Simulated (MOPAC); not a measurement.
MOPAC input (PM6):

```
PM6 PRECISE GNORM=0.05 LET XYZ CHARGE=-1 GEO-OK AUX(PRECISION=9) THREADS=1
H6N3Si

N     0.55463400 1    1.03358500 1   -1.03868000 1
Si   -0.14513700 1    0.30436600 1    0.51605500 1
N     1.07334100 1   -1.04284700 1    0.68717700 1
N    -1.51799400 1   -0.46332200 1   -0.39315100 1
H     1.35441300 1    1.62535000 1   -0.83406500 1
H    -0.13514800 1    1.63440900 1   -1.48242900 1
H     1.74548300 1   -0.88502100 1    1.42827600 1
H     1.58396200 1   -1.23497900 1   -0.17549800 1
H    -2.09578100 1   -1.03821100 1    0.21022500 1
H    -1.19088100 1   -1.05458100 1   -1.15870200 1
```

Output:

```
 *******************************************************************************
 **                                                                           **
 **                              MOPAC v23.2.5                                **
 **                                                                           **
 *******************************************************************************
 ** MOPAC's Digital Object Identifier: https://doi.org/10.5281/zenodo.6511958 **
 **                                                                           **
 ** Please cite the open-source release paper for use of this MOPAC version:  **
 ** J. E. Moussa and J. J. P. Stewart (2026)                                  **
 ** MOPAC: An open-source semiempirical molecular orbital program             **
 ** J. Open Source Softw., 11(119), 8025, https://doi.org/10.21105/joss.08025 **
 *******************************************************************************

                              PM6 CALCULATION RESULTS

 *******************************************************************************
 *  PM6        - The PM6 Hamiltonian to be used
 *  GEO-OK     - OVERRIDE INTERATOMIC DISTANCE AND OTHER SAFETY CHECKS
 *
 *
 *
 *                 CHARGE ON SYSTEM = -1
 *
 *
 *
 *  LET        - OVERRIDE SOME SAFETY CHECKS
 *  PRECISE    - TIGHTER CRITERIA TO BE USED
 *  XYZ        - CARTESIAN COORDINATE SYSTEM TO BE USED
 *  GNORM      - EXIT WHEN GRADIENT NORM DROPS BELOW 0.050
 *  AUX        - OUTPUT AUXILIARY INFORMATION
 *******************************************************************************
PM6 PRECISE GNORM=0.05 LET XYZ CHARGE=-1 GEO-OK AUX(PRECISION=9) THREADS=1
 H6N3Si

   ATOM   CHEMICAL          X               Y               Z
  NUMBER   SYMBOL      (ANGSTROMS)     (ANGSTROMS)     (ANGSTROMS)

     1       N          0.55463400  *   1.03358500  *  -1.03868000  *
     2      Si         -0.14513700  *   0.30436600  *   0.51605500  *
     3       N          1.07334100  *  -1.04284700  *   0.68717700  *
     4       N         -1.51799400  *  -0.46332200  *  -0.39315100  *
     5       H          1.35441300  *   1.62535000  *  -0.83406500  *
     6       H         -0.13514800  *   1.63440900  *  -1.48242900  *
     7       H          1.74548300  *  -0.88502100  *   1.42827600  *
     8       H          1.58396200  *  -1.23497900  *  -0.17549800  *
     9       H         -2.09578100  *  -1.03821100  *   0.21022500  *
    10       H         -1.19088100  *  -1.05458100  *  -1.15870200  *

          CARTESIAN COORDINATES

    NO.       ATOM           X           Y           Z

     1         N          0.5546      1.0336     -1.0387
     2        Si         -0.1451      0.3044      0.5161
     3         N          1.0733     -1.0428      0.6872
     4         N         -1.5180     -0.4633     -0.3932
     5         H          1.3544      1.6254     -0.8341
     6         H         -0.1351      1.6344     -1.4824
     7         H          1.7455     -0.8850      1.4283
     8         H          1.5840     -1.2350     -0.1755
     9         H         -2.0958     -1.0382      0.2102
    10         H         -1.1909     -1.0546     -1.1587

 General Reference for PM6:
 "Optimization of Parameters for Semiempirical Methods V: Modification of NDDO Approximations
 and Application to 70 Elements", J. J. P. Stewart, J. Mol. Mod., 13, 1173-1213 (2007)
 URL: https://link.springer.com/article/10.1007/s00894-007-0233-4

           Empirical Formula: H6 N3 Si  =    10 atoms

      MOLECULAR POINT GROUP   :   C1

      RHF CALCULATION, NO. OF DOUBLY OCCUPIED LEVELS = 13

          Geometry optimization using EF

          DIAGONAL MATRIX USED AS START HESSIAN

 CYCLE:     1  GRAD.:    43.580 HEAT: -5.464271
 CYCLE:     2  GRAD.:   138.769 HEAT: -2.730056
 CYCLE:     3  GRAD.:    53.787 HEAT: -9.511727
 CYCLE:     4  GRAD.:   129.745 HEAT: -5.746810
 CYCLE:     5  GRAD.:    71.391 HEAT: -10.29509
 CYCLE:     6  GRAD.:   120.074 HEAT: -7.898326
 CYCLE:     7  GRAD.:   123.090 HEAT: -8.715299
 CYCLE:     8  GRAD.:   114.554 HEAT: -6.693305
 CYCLE:     9  GRAD.:    77.830 HEAT: -12.75193
 CYCLE:    10  GRAD.:   191.793 HEAT: 0.6376343
 CYCLE:    11  GRAD.:    59.676 HEAT: -14.40666
 CYCLE:    12  GRAD.:   152.493 HEAT: -4.405422
 CYCLE:    13  GRAD.:    69.875 HEAT: -14.16744
 CYCLE:    14  GRAD.:   144.412 HEAT: -5.805731
 CYCLE:    15  GRAD.:    85.517 HEAT: -14.25055
 CYCLE:    16  GRAD.:   171.610 HEAT: -1.689421
 CYCLE:    17  GRAD.:    13.733 HEAT: -17.25551
 CYCLE:    18  GRAD.:    15.106 HEAT: -17.35186
 CYCLE:    19  GRAD.:     8.200 HEAT: -17.58615
 CYCLE:    20  GRAD.:    11.567 HEAT: -17.77363
 CYCLE:    21  GRAD.:     9.106 HEAT: -17.99090
 CYCLE:    22  GRAD.:     7.600 HEAT: -18.18386
 CYCLE:    23  GRAD.:    11.274 HEAT: -18.27890
 CYCLE:    24  GRAD.:     5.810 HEAT: -18.38551
 CYCLE:    25  GRAD.:     5.772 HEAT: -18.48751
 CYCLE:    26  GRAD.:     6.744 HEAT: -18.59623
 CYCLE:    27  GRAD.:     3.231 HEAT: -18.65053
 CYCLE:    28  GRAD.:     2.277 HEAT: -18.67764
 CYCLE:    29  GRAD.:     2.358 HEAT: -18.69638
 CYCLE:    30  GRAD.:     2.629 HEAT: -18.71371
 CYCLE:    31  GRAD.:     3.598 HEAT: -18.73857
 CYCLE:    32  GRAD.:     4.273 HEAT: -18.77767
 CYCLE:    33  GRAD.:     4.463 HEAT: -18.81839
 CYCLE:    34  GRAD.:     2.680 HEAT: -18.84374
 CYCLE:    35  GRAD.:     3.233 HEAT: -18.85357
 CYCLE:    36  GRAD.:     1.866 HEAT: -18.86377
 CYCLE:    37  GRAD.:     1.799 HEAT: -18.87223
 CYCLE:    38  GRAD.:     1.488 HEAT: -18.88162
 CYCLE:    39  GRAD.:     1.132 HEAT: -18.88565
 CYCLE:    40  GRAD.:     0.810 HEAT: -18.88976
 CYCLE:    41  GRAD.:     1.415 HEAT: -18.89427
 CYCLE:    42  GRAD.:     1.420 HEAT: -18.90024
 CYCLE:    43  GRAD.:     1.795 HEAT: -18.90689
 CYCLE:    44  GRAD.:     1.188 HEAT: -18.90990
 CYCLE:    45  GRAD.:     0.938 HEAT: -18.91270
 CYCLE:    46  GRAD.:     0.785 HEAT: -18.91441
 CYCLE:    47  GRAD.:     0.736 HEAT: -18.91629
 CYCLE:    48  GRAD.:     0.963 HEAT: -18.91811
 CYCLE:    49  GRAD.:     1.041 HEAT: -18.92051
 CYCLE:    50  GRAD.:     0.875 HEAT: -18.92182
 CYCLE:    51  GRAD.:     0.719 HEAT: -18.92353
 CYCLE:    52  GRAD.:     0.615 HEAT: -18.92453
 CYCLE:    53  GRAD.:     0.738 HEAT: -18.92640
 CYCLE:    54  GRAD.:     0.380 HEAT: -18.92684
 CYCLE:    55  GRAD.:     0.330 HEAT: -18.92724
 CYCLE:    56  GRAD.:     0.369 HEAT: -18.92741
 CYCLE:    57  GRAD.:     0.414 HEAT: -18.92800
 CYCLE:    58  GRAD.:     0.307 HEAT: -18.92831
 CYCLE:    59  GRAD.:     0.263 HEAT: -18.92857
 CYCLE:    60  GRAD.:     0.283 HEAT: -18.92868
 CYCLE:    61  GRAD.:     0.277 HEAT: -18.92886
 CYCLE:    62  GRAD.:     0.280 HEAT: -18.92916
 CYCLE:    63  GRAD.:     0.156 HEAT: -18.92931
 CYCLE:    64  GRAD.:     0.084 HEAT: -18.92941
 CYCLE:    65  GRAD.:     0.036 HEAT: -18.92942

     GRADIENT =  0.03576 IS LESS THAN CUTOFF =  0.05000

 -------------------------------------------------------------------------------
 PM6 PRECISE GNORM=0.05 LET XYZ CHARGE=-1 GEO-OK AUX(PRECISION=9) THREADS=1
 H6N3Si

     GEOMETRY OPTIMISED USING EIGENVECTOR FOLLOWING (EF).
     SCF FIELD WAS ACHIEVED

                              PM6 CALCULATION
                                                       MOPAC v23.2.5 Linux

          FINAL HEAT OF FORMATION =        -18.92942 KCAL/MOL =     -79.20068 KJ/MOL

          COSMO AREA              =        112.85 SQUARE ANGSTROMS
          COSMO VOLUME            =         99.43 CUBIC ANGSTROMS

          GRADIENT NORM           =          0.03576          =       0.01131 PER ATOM
          IONIZATION POTENTIAL    =          0.969595 EV
          HOMO LUMO ENERGIES (EV) =         -0.970  6.331
          NO. OF FILLED LEVELS    =         13
          MOLECULAR WEIGHT        =         76.1530         POINT GROUP:  Cs

          MOLECULAR DIMENSIONS (Angstroms)

            Atom       Atom       Distance
            H     7    H     6     4.56480
            H     9    H     5     4.39117
           Si     2    H     8     1.28538

          SCF CALCULATIONS        =         66

   ATOM   CHEMICAL          X               Y               Z
  NUMBER   SYMBOL      (ANGSTROMS)     (ANGSTROMS)     (ANGSTROMS)

     1       N          0.51303618  *   1.21679899  *  -0.93824229  *
     2      Si         -0.08737373  *   0.04847207  *   0.28015657  *
     3       N          1.30178542  *  -0.90194313  *   0.73105454  *
     4       N         -1.59571806  *  -0.54744829  *  -0.35725220  *
     5       H          1.45329543  *   1.54917669  *  -0.99029416  *
     6       H         -0.06935197  *   1.73540779  *  -1.56205186  *
     7       H          1.30744086  *  -1.12423730  *   1.71884092  *
     8       H          2.12744826  *  -1.23799431  *   0.28465818  *
     9       H         -2.28878575  *  -0.68436535  *   0.36808709  *
    10       H         -1.97971076  *  -0.73487066  *  -1.25799287  *

                             CARTESIAN COORDINATES

   1    N        0.513036181     1.216798992    -0.938242286
   2   Si       -0.087373729     0.048472071     0.280156573
   3    N        1.301785423    -0.901943128     0.731054536
   4    N       -1.595718062    -0.547448292    -0.357252196
   5    H        1.453295428     1.549176686    -0.990294156
   6    H       -0.069351972     1.735407787    -1.562051863
   7    H        1.307440863    -1.124237301     1.718840918
   8    H        2.127448261    -1.237994309     0.284658185
   9    H       -2.288785755    -0.684365352     0.368087086
  10    H       -1.979710759    -0.734870659    -1.257992867

           Empirical Formula: H6 N3 Si  =    10 atoms

      MOLECULAR POINT GROUP   :   Cs

                  EIGENVALUES
 -24.92466 -24.71443 -24.36857 -11.99176 -11.40885 -11.23360 -10.96419  -7.98392
  -7.92829  -5.08429  -4.32466  -3.97906  -0.96959   6.33060   6.80766   6.83913
   7.93131   8.44217   8.64197   9.03708   9.41143  11.43303  11.69554  11.95244
  12.39298  12.57067  12.65467

              NET ATOMIC CHARGES AND DIPOLE CONTRIBUTIONS

  ATOM NO.   TYPE          CHARGE      No. of ELECS.   s-Pop       p-Pop       d-Pop
    1          N          -0.626858        5.6269     1.50099     4.12586
    2         Si          -0.429619        4.4296     1.63497     1.66087     1.13377
    3          N          -0.550778        5.5508     1.50227     4.04850
    4          N          -0.550838        5.5508     1.50229     4.04855
    5          H           0.191002        0.8090     0.80900
    6          H           0.190997        0.8090     0.80900
    7          H           0.219420        0.7806     0.78058
    8          H           0.168630        0.8314     0.83137
    9          H           0.219409        0.7806     0.78059
   10          H           0.168636        0.8314     0.83136
 DIPOLE           X         Y         Z       TOTAL
 POINT-CHG.    -0.157    -0.571     0.234     0.637
 HYBRID         0.985    -0.665    -2.842     3.080
 SUM            0.828    -1.236    -2.608     3.003

          ATOMIC ORBITAL ELECTRON POPULATIONS

     Atom    s        px        py        pz      x^2-y^2     xz        z^2       yz        xy
    1  N   1.50099   1.15487   1.48042   1.49058
    2 Si   1.63497   0.51015   0.50691   0.64381   0.25258   0.21678   0.23023   0.19376   0.24042
    3  N   1.50227   1.29315   1.58026   1.17509
    4  N   1.50229   1.27030   1.66449   1.11375
    5  H   0.80900
    6  H   0.80900
    7  H   0.78058
    8  H   0.83137
    9  H   0.78059
   10  H   0.83136

 **********************
 *                    *
 * JOB ENDED NORMALLY *
 *                    *
 **********************

 == MOPAC DONE ==
```

The dipole moment of an ion depends on the origin.

The geometry given is a B3LYP-D3(BJ)/def2-TZVP minimum.
